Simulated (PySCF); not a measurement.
WClH₅, SMILES [Cl][WH5], multiplicity 1.

Geometry optimised at PBE-D3(BJ)/def2-TZVP. The multiplicity is an assumed one; no other spin state was optimised. The structure was generated by enumeration; whether it is a known compound was not checked. The def2 effective core potentials stand for the cores of W; spin–orbit coupling is left out.

Method: PBE-D3(BJ)/def2-TZVP run with PySCF.

Frequencies are harmonic and unscaled.

Q: Estimate the vibrational spectrum. (Estimate from the structure and the level; the computed values follow.)

A: 
```json
[
 {"mode": "1", "ν (cm⁻¹)": "99", "IR (km/mol)": "12.7", "moving atoms (share of kinetic energy)": "H 98 %"},
 {"mode": "2", "ν (cm⁻¹)": "297", "IR (km/mol)": "37.4", "moving atoms (share of kinetic energy)": "H 89 %"},
 {"mode": "3", "ν (cm⁻¹)": "372", "IR (km/mol)": "22.1", "moving atoms (share of kinetic energy)": "Cl 80 %, W 14 %"},
 {"mode": "4", "ν (cm⁻¹)": "552", "IR (km/mol)": "22.0", "moving atoms (share of kinetic energy)": "H 95 %"},
 {"mode": "5", "ν (cm⁻¹)": "610", "IR (km/mol)": "42.1", "moving atoms (share of kinetic energy)": "H 98 %"},
 {"mode": "6", "ν (cm⁻¹)": "837", "IR (km/mol)": "73.8", "moving atoms (share of kinetic energy)": "H 99 %"},
 {"mode": "7", "ν (cm⁻¹)": "923", "IR (km/mol)": "1.8", "moving atoms (share of kinetic energy)": "H 99 %"},
 {"mode": "8", "ν (cm⁻¹)": "972", "IR (km/mol)": "0.5", "moving atoms (share of kinetic energy)": "H 99 %"},
 {"mode": "9", "ν (cm⁻¹)": "995", "IR (km/mol)": "55.3", "moving atoms (share of kinetic energy)": "H 100 %"},
 {"mode": "10", "ν (cm⁻¹)": "1030", "IR (km/mol)": "1.2", "moving atoms (share of kinetic energy)": "H 100 %"},
 {"mode": "11", "ν (cm⁻¹)": "1942", "IR (km/mol)": "24.0", "moving atoms (share of kinetic energy)": "H 100 %"},
 {"mode": "12", "ν (cm⁻¹)": "1950", "IR (km/mol)": "194.5", "moving atoms (share of kinetic energy)": "H 99 %"},
 {"mode": "13", "ν (cm⁻¹)": "1967", "IR (km/mol)": "126.2", "moving atoms (share of kinetic energy)": "H 100 %"},
 {"mode": "14", "ν (cm⁻¹)": "2045", "IR (km/mol)": "10.0", "moving atoms (share of kinetic energy)": "H 100 %"},
 {"mode": "15", "ν (cm⁻¹)": "2047", "IR (km/mol)": "44.3", "moving atoms (share of kinetic energy)": "H 99 %"}
]
```
